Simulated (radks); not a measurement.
The numbers below are computed, except where a source is named.
Isoelectronic series with 51 electrons, each ion in its NIST ground configuration. Code: a radial shooting solver on a logarithmic mesh with Libxc functionals. Model: Dirac Kohn-Sham, PBEsol, spin-unpolarised, spherical densities, finite nucleus; open shells fill j = l - 1/2 first; Fermi nuclear charge, rms radius of each element as measured or else 0.836 A^(1/3) + 0.57 fm. Total energies (hartree) and mean radii <r> (bohr) (* marks an orbital that is empty in some or all of the ions):

ion    configuration  E (hartree)  5p1/2*  4f7/2*  5s1/2*   4f5/2   4d5/2   4d3/2
Dy15+  [Kr] 4d10 4f5  -12090.1792   1.105  0.6254   1.058  0.6214  0.5845  0.5758
Ho16+  [Kr] 4d10 4f5  -12537.2568   1.065  0.5989   1.023  0.5950  0.5678  0.5592
Er17+  [Kr] 4d10 4f5  -12993.7735   1.029  0.5750  0.9902  0.5711  0.5521  0.5435
Tm18+  [Kr] 4d10 4f5  -13459.8722  0.9944  0.5533  0.9594  0.5495  0.5371  0.5287
Yb19+  [Kr] 4d10 4f5  -13935.5491  0.9624  0.5335  0.9306  0.5298  0.5230  0.5146
Lu20+  [Kr] 4d10 4f5  -14420.9565  0.9325  0.5153  0.9034  0.5116  0.5097  0.5013
Hf21+  [Kr] 4d10 4f5  -14916.2280  0.9044  0.4985  0.8777  0.4949  0.4970  0.4887
Ta22+  [Kr] 4d10 4f5  -15421.3972  0.8779  0.4829  0.8535  0.4793  0.4849  0.4767
W23+   [Kr] 4d10 4f5  -15936.5719  0.8530  0.4685  0.8306  0.4649  0.4734  0.4652
Re24+  [Kr] 4d10 4f5  -16461.8741  0.8294  0.4550  0.8088  0.4514  0.4625  0.4543
Os25+  [Kr] 4d10 4f5  -16997.3678  0.8070  0.4423  0.7881  0.4388  0.4521  0.4439
Ir26+  [Kr] 4d10 4f5  -17543.2519  0.7858  0.4304  0.7684  0.4269  0.4421  0.4339
Pt27+  [Kr] 4d10 4f5  -18099.5612  0.7657  0.4192  0.7496  0.4157  0.4326  0.4244
Au28+  [Kr] 4d10 4f5  -18666.4680  0.7465  0.4087  0.7317  0.4052  0.4234  0.4153
Hg29+  [Kr] 4d10 4f5  -19244.0612  0.7282  0.3987  0.7146  0.3952  0.4147  0.4065
Tl30+  [Kr] 4d10 4f5  -19832.5202  0.7108  0.3893  0.6982  0.3857  0.4063  0.3982
Pb31+  [Kr] 4d10 4f5  -20431.9388  0.6941  0.3803  0.6825  0.3767  0.3983  0.3901

4f7/2 drops below 5s1/2 between Dy15+ and Ho16+. 4f5/2 drops below 5s1/2 between Dy15+ and Ho16+.
